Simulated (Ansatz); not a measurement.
`O[SiH](F)F` + silanol → `F[SiH](F)O[SiH3]` + H₂O at 500 K and 1 bar (ligand exchange at the Si–O bond).

Isolated molecules relaxed with PBE0-D4/def2-TZVP in Ansatz; ΔE leaves out vibrations. CBS: MP2 limit from def2 TZ/QZ plus the TZ coupled-cluster correction, frozen cores. This one scheme is used for every species. One conformer a species, not always the lowest.

```tsv
species	CCSD(T)/CBS energy (Eh)	H − E (kJ/mol)	S (J/(mol·K))
`O[SiH](F)F`	-565.23707	109.1	341.1
`O[SiH3]`	-366.69042	127.5	292.9
`F[SiH](F)O[SiH3]`	-855.55648	165.4	438.7
H₂O	-76.37941	73.2	206.3
```

H − E and S are ideal-gas, rigid-rotor, harmonic terms from PBE0-D4/def2-TZVP, for one conformer and one mirror image of each species. 1 Eh = 2625.50 kJ/mol, R = 8.31446 J/(mol·K).

**Question.** By hand: ΔE, ΔH, ΔS and ΔG.

**Answer.** ΔE = (-855.55648) + (-76.37941) − (-565.23707) − (-366.69042) = -0.00840 Eh = -22.1 kJ/mol. Δ(H − E) = 165.4 + 73.2 − 109.1 − 127.5 = 2.0, so ΔH = -20.1 kJ/mol. ΔS = 438.7 + 206.3 − 341.1 − 292.9 = 11.0 J/(mol·K). ΔG = -20.1 − 500 × (11.0)/1000 = -25.6 kJ/mol.

**Question.** By hand: the equilibrium constant, and the temperature at which ΔG would vanish if ΔH and ΔS stayed fixed.

**Answer.** log₁₀ K = −ΔG/(RT ln 10) = 2.7. ΔH and −TΔS have one sign here, so there is no such temperature.

The number of gas molecules stays the same, so ΔS is small and ΔH decides. A doubt of 5 kJ/mol in ΔE shifts log₁₀ K by 0.5 here. Other conformers and mirror images would add mixing entropy, several J/(mol·K) or more a flexible species. Modes under 60 cm⁻¹, often nearly free rotors, make the harmonic entropy too high. These are equilibria of isolated gas molecules and say nothing of rates. Largest T1 diagnostic: 0.012 (customary marks: 0.02 for closed shells, 0.045 for open ones).

ΔS is within the doubt of such terms, so its sign, and with it that verdict, could turn.
